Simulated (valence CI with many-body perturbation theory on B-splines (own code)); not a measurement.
Basis-set convergence for Tb33+

Computed by relativistic CI+MBPT: four valence electrons over a frozen Dirac-Fock core [Ar] 3d10, radial functions for each j: 9 s, 9 p, 8 d, 6 f, 3 g, 1 h, with the one-electron correlation potential Σ1 (screened to all orders), the two-electron term Σ2, the three-electron term Σ3, Breit, model QED; selected single and double excitations, second order for the rest, scaled by the run's own slope (own B-spline code, finite nucleus).

No measured spectrum was set against this ion. As an estimate, large intervals hold to a few tenths of a per cent, small ones and those within an open d or f shell to about a per cent.

The reference run has the lowest level (4s^2 4p1/2^2) J=0 and an ionisation energy of 1395.06 eV. Its largest variational space holds 20000 state functions.

Levels are named by their leading jj configuration (3d3/2^4 stands for four electrons in 3d with j = 3/2), which in mixed levels can hold well under half, so a name can repeat and another be missing. Letters in brackets count levels of one name in rising energy.

Changed runs:
A. basis 6 s, 6 p, 5 d, 3 f, 1 g
B. basis 5 s, 5 p, 4 d, 2 f

Excitation energies of the reference run in cm⁻¹, and shifts in cm⁻¹:

| Level | Reference | A | B |
| --- | --- | --- | --- |
| (4s^2 4p1/2 4p3/2) J=1 | 353211 | -102 | -388 |
| (4s^2 4p1/2 4p3/2) J=2 | 381371 | +3.5 | +86 |
| (4s^2 4p3/2^2) J=2 | 755803 | -65 | -147 |
| (4s^2 4p3/2^2) J=0 | 818137 | +60 | +427 |
| (4s 4p1/2^2 4p3/2) J=2 | 949606 | -142 | -508 |
| (4s 4p1/2^2 4p3/2) J=1 | 1046700 | +16 | +179 |
| (4s 4p1/2 4p3/2^2) J=2 [a] | 1273310 | -246 | -891 |
| (4s^2 4p1/2 4d3/2) J=2 | 1327760 | -17 | +108 |
| (4s 4p1/2 4p3/2^2) J=3 | 1329130 | -120 | -363 |
| (4s 4p1/2 4p3/2^2) J=0 | 1389340 | -22 | +72 |
| (4s 4p1/2 4p3/2^2) J=1 [a] | 1408610 | -2.7 | +164 |
| (4s 4p1/2 4p3/2^2) J=1 [b] | 1448930 | +97 | +582 |
| Ionisation energy (eV) | 1395.06 | -0.037 | -0.14 |
